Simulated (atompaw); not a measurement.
# An all-electron radial function and its pseudo partner (ruthenium)

Columns: radius, all-electron u(r) and pseudo u(r) of the 4p shell (level -54.03 eV) of ruthenium in the configuration [Ar] 3d10 4s2 4p6 4d7 5s0 5p0; LDA (PW92), scalar-relativistic, PAW (atompaw) scheme, atompaw 4.2.0.5.

| r (bohr) | all-electron | pseudo |
| --- | --- | --- |
| 0.104 | 0.2941 | 0.0416 |
| 0.208 | -0.3569 | 0.1595 |
| 0.312 | -0.5671 | 0.3347 |
| 0.415 | -0.3028 | 0.5377 |
| 0.519 | 0.1303 | 0.7420 |
| 0.623 | 0.5312 | 0.9179 |
| 0.727 | 0.8221 | 1.0451 |
| 0.831 | 0.9934 | 1.1139 |
| 0.935 | 1.0643 | 1.1254 |
| 1.038 | 1.0624 | 1.0901 |
| 1.142 | 1.0125 | 1.0220 |
| 1.246 | 0.9348 | 0.9362 |
| 1.350 | 0.8434 | 0.8434 |
| 1.454 | 0.7483 | 0.7483 |
| 1.558 | 0.6554 | 0.6554 |
| 1.662 | 0.5686 | 0.5686 |
| 1.765 | 0.4901 | 0.4901 |
| 1.869 | 0.4193 | 0.4193 |
| 1.973 | 0.3569 | 0.3569 |
| 2.077 | 0.3025 | 0.3025 |
| 2.181 | 0.2555 | 0.2555 |
| 2.285 | 0.2152 | 0.2152 |
| 2.388 | 0.1811 | 0.1811 |
| 2.492 | 0.1518 | 0.1518 |
| 2.596 | 0.1270 | 0.1270 |
| 2.700 | 0.1061 | 0.1061 |

Task: How many radial nodes do the two functions have?

Result: The all-electron 4p function has n − l − 1 = 2; the pseudo-wave has 0, since the states of the same l below it are removed with the core.

Task: At about which radius was the pseudo-wave matched?

Result: 1.35 bohr, where the columns begin to agree (steps of 0.10 bohr).

Task: Is the pseudo-wave norm-conserving?

Result: No, it belongs to a PAW set: the norm inside the radius is not constrained, and the difference is carried by the augmentation charge.
